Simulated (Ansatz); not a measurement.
`FC(F)(F)c1cnc(-c2cnc(-c3cnc(-c4cnc(C(F)(F)F)nc4)nc3)nc2)nc1`. Total charge 0; triplet. Geometry r2SCAN-D4/def2-SVP, that of the neutral singlet; atoms count from 1.

Cartesian coordinates in Å:
```
F -4.580 -4.247 -7.113
C -3.813 -4.979 -6.290
F -4.605 -5.909 -5.728
F -2.904 -5.627 -7.035
C -3.154 -4.120 -5.251
C -1.920 -4.463 -4.688
N -1.350 -3.726 -3.742
C -2.009 -2.623 -3.345
C -1.382 -1.804 -2.295
C -0.146 -2.147 -1.718
N 0.424 -1.408 -0.773
C -0.233 -0.303 -0.382
C 0.397 0.520 0.664
C -0.201 1.695 1.152
N 0.364 2.440 2.096
C 1.547 2.022 2.576
C 2.178 2.845 3.624
C 3.416 2.503 4.195
N 3.984 3.241 5.148
C 3.307 4.322 5.531
C 3.976 5.190 6.590
F 3.078 5.856 7.318
F 4.728 4.461 7.417
F 4.776 6.094 5.994
N 2.141 4.762 5.062
C 1.578 4.020 4.108
N 2.207 0.919 2.182
C 1.635 0.180 1.238
N -1.415 0.116 -0.864
C -1.979 -0.628 -1.808
N -3.189 -2.203 -3.832
C -3.752 -2.947 -4.777
H -1.380 -5.358 -5.022
H 0.378 -3.051 -2.047
H -1.167 2.022 0.751
H 3.945 1.606 3.856
H 0.617 4.353 3.700
H 2.160 -0.723 0.905
H -2.944 -0.298 -2.212
H -4.711 -2.602 -5.185
```

Single mean-field runs in def2-SVP are fitted with def2-universal-jkfit. At PBE0-D4/def2-SVP a singlet of charge 0 lies 3.00 eV below the triplet at the same geometry.

**Question.** Estimate the Mulliken populations of the heavy atoms from the PBE0/def2-SVP orbitals of Ansatz.

**Answer.** 
| atom | charge (e) | spin (α − β) |
| --- | --- | --- |
| F1 | -0.18 | 0.00 |
| C2 | 0.64 | -0.01 |
| F3 | -0.18 | 0.00 |
| F4 | -0.18 | 0.00 |
| C5 | -0.30 | 0.19 |
| C6 | 0.14 | -0.07 |
| N7 | -0.16 | 0.10 |
| C8 | 0.05 | -0.04 |
| C9 | -0.10 | 0.42 |
| C10 | 0.12 | -0.03 |
| N11 | -0.15 | 0.11 |
| C12 | 0.04 | 0.20 |
| C13 | -0.09 | 0.25 |
| C14 | 0.13 | 0.16 |
| N15 | -0.15 | -0.05 |
| C16 | 0.06 | 0.34 |
| C17 | -0.11 | -0.06 |
| C18 | 0.13 | 0.13 |
| N19 | -0.14 | -0.06 |
| C20 | -0.10 | 0.15 |
| C21 | 0.65 | -0.01 |
| F22 | -0.17 | 0.00 |
| F23 | -0.17 | 0.00 |
| F24 | -0.19 | 0.00 |
| N25 | -0.14 | -0.06 |
| C26 | 0.13 | 0.13 |
| N27 | -0.15 | -0.05 |
| C28 | 0.13 | 0.16 |
| N29 | -0.15 | 0.11 |
| C30 | 0.12 | -0.03 |
| N31 | -0.16 | 0.10 |
| C32 | 0.14 | -0.07 |
Mulliken values depend strongly on the basis.

**Question.** Where does the spin sit?

**Answer.** Summed by element: F 0.01, C 1.82, N 0.20, H -0.03, of 2 unpaired in all. Largest on single atoms: C9 0.42, C16 0.34, C13 0.25.

**Question.** And the Mayer bond orders between heavy atoms (over 0.3)?

**Answer.** F1–C2 1.12 (1.34 Å); C2–F3 1.14 (1.34 Å); C2–F4 1.12 (1.34 Å); C2–C5 0.96 (1.50 Å); C5–C6 1.33 (1.40 Å); C5–C32 1.33 (1.40 Å); C6–N7 1.55 (1.33 Å); N7–C8 1.48 (1.34 Å); C8–C9 1.09 (1.47 Å); C8–N31 1.48 (1.34 Å); C9–C10 1.18 (1.41 Å); C9–C30 1.18 (1.41 Å); C10–N11 1.66 (1.33 Å); N11–C12 1.37 (1.34 Å); C12–C13 1.23 (1.47 Å); C12–N29 1.37 (1.34 Å); C13–C14 1.15 (1.41 Å); C13–C28 1.15 (1.41 Å); C14–N15 1.64 (1.33 Å); N15–C16 1.41 (1.34 Å); C16–C17 1.08 (1.47 Å); C16–N27 1.41 (1.34 Å); C17–C18 1.30 (1.41 Å); C17–C26 1.30 (1.41 Å); C18–N19 1.53 (1.33 Å); N19–C20 1.49 (1.33 Å); C20–C21 0.90 (1.52 Å); C20–N25 1.49 (1.33 Å); C21–F22 1.15 (1.33 Å); C21–F23 1.15 (1.33 Å); C21–F24 1.12 (1.35 Å); N25–C26 1.53 (1.33 Å); N27–C28 1.64 (1.33 Å); N29–C30 1.66 (1.33 Å); N31–C32 1.55 (1.33 Å).
